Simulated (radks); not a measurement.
The numbers below are computed, except where a source is named.
Problem. Level of theory: scalar-relativistic Kohn-Sham, exchange-only LDA, spin-polarised, spherical densities, finite nucleus; Fermi nuclear charge, rms radius of each element as measured or else 0.836 A^(1/3) + 0.57 fm (a radial shooting solver on a logarithmic mesh with Libxc functionals). Response by self-consistent Sternheimer equations with the Hartree and adiabatic exchange-only LDA kernel, the relativistic mass of each level held fixed and spin-orbit coupling left out. Rank Xe8+, Ag+, Pd, Cd2+, In3+, Te6+, Sn4+, I7+, Sb5+ (NIST ground configurations) by static dipole polarisability, largest first.

Solution. Pd 35.02, Ag+ 11.39, Cd2+ 5.877, In3+ 3.625, Sn4+ 2.471, Sb5+ 1.796, Te6+ 1.365, I7+ 1.072, Xe8+ 0.8627 bohr^3.
